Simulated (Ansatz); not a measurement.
```yaml
crystal:
  periodic: [false, false, false]
  atoms:
    - {symbol: Cl, position_ang: [-1.935819, -3.128494, -1.073049]}
    - {symbol: Ti, position_ang: [-0.224355, -1.912806, -1.665495]}
    - {symbol: Cl, position_ang: [1.658414, -2.988190, -1.461205]}
    - {symbol: Cl, position_ang: [-0.466844, -1.046842, -3.652791]}
    - {symbol: C, position_ang: [-0.103329, -0.381656, -0.360955]}
    - {symbol: C, position_ang: [0.470471, 0.832695, -0.750156]}
    - {symbol: C, position_ang: [0.630668, 1.856023, 0.170457]}
    - {symbol: C, position_ang: [0.221832, 1.676941, 1.484606]}
    - {symbol: C, position_ang: [-0.347306, 0.475379, 1.882767]}
    - {symbol: C, position_ang: [-0.509822, -0.551227, 0.966209]}
    - {symbol: H, position_ang: [0.791385, 0.986983, -1.774712]}
    - {symbol: H, position_ang: [1.073431, 2.796132, -0.138254]}
    - {symbol: H, position_ang: [0.345636, 2.479732, 2.202604]}
    - {symbol: H, position_ang: [-0.667256, 0.338746, 2.909467]}
    - {symbol: H, position_ang: [-0.958905, -1.484016, 1.289807]}
basis:
  gaussian: {orbitals: cc-pVTZ-DK}
magnetization: {spin_polarized: true, initial_magnetization: 4}
hamiltonian: {xc: {name: B3LYP5}}
```

```sh
$ ansatz run in.yaml --threads 4 --pin off --events-out ev --progress --plain --max-ram 46080MiB --backend cuda --devices 0, --max-vram 37GiB
```

It prints (some lines left out):

```
Functional definition: B3LYP5
2726 factors; their error is unknown
mean field evaluation 1: about -67175.4286 eV, gradient 7.4e1 eV
mean field evaluation 2: about -65712.1834 eV, gradient 4.2e2 eV
mean field evaluation 4: about -67190.2224 eV, gradient 7.4e1 eV
mean field evaluation 8: about -67216.0461 eV, gradient 1.7e0 eV
mean field evaluation 16: about -67216.3716 eV, gradient 3.2e-1 eV
mean field evaluation 32: about -67216.3718 eV, gradient 4.3e-4 eV
mean field -67216.37180908 eV, -2470.1561030905 hartree, gradient 9.4e-6 eV, S^2 6.013446; 8 other end points of the search recorded, 0 dependent functions left out
reference -67216.37217248 eV, -2470.1561164452 hartree; 59, 55 occupied and 361, 365 virtual orbitals, 2726 factors
Total energy: -67216.37217248 eV, -2470.1561164452 hartree
Relativity: scalar
```

Problem. What is wrong with this run?

Solution. The spin is set far too high for this molecule. The calculation finished and met its thresholds. The result belongs to that input, not to the molecule as meant.

B3LYP here is the variant with VWN-RPA as its local correlation; programs differ in this.
